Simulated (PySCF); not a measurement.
# PbBr4 at several levels of theory

Computed with PySCF 2.14.0 (density fitting, no spin-orbit coupling) at the geometry relaxed with PBE0:

```xyz
5
PbBr4 (singlet)
Pb    0.0000    0.0000    0.0000
Br    1.4791    1.4791    1.4791
Br   -1.4791   -1.4791    1.4791
Br    1.4791   -1.4791   -1.4791
Br   -1.4791    1.4791   -1.4791
```

| level | basis | state | HOMO (eV) | gap (eV) | charge on Pb1 (e) | dipole about the centre of mass (D) | largest force component (eV/Å) |
| --- | --- | --- | --- | --- | --- | --- | --- |
| PBE0 | Pb def2-SVP with ECP60, Br def2-SVP | singlet | -8.85 | 3.91 | 0.80 | 0.00 | 0.00 |
| TPSS | the same | singlet | -7.65 | 2.13 | 0.76 | 0.00 | 0.20 |
| BLYP | the same | singlet | -7.20 | 1.94 | 0.64 | 0.00 | 0.45 |

Charges are Mulliken's, which hang on the basis. The relaxation used the grid (50, 194), these runs (75, 302) or, all-electron (x2c bases, spin-free X2C Hamiltonian), (99, 590).

Q: What does PBE0 with Pb def2-TZVP with ECP60, Br def2-TZVP give here?

A: state singlet, HOMO (eV) -8.96, gap (eV) 3.97, charge on Pb1 (e) 0.97, dipole about the centre of mass (D) 0.00, largest force component (eV/Å) 0.17. Time: 50 s on 4 threads of Intel(R) Xeon(R) Processor @ 2.50GHz (Skylake/Cascade Lake), with other jobs on the host, from free ions and atoms.

In the first row's basis the gap widens with exact exchange: 1.9 to 2.1 eV for BLYP, TPSS (none); 3.9 eV for PBE0 (a fixed share).
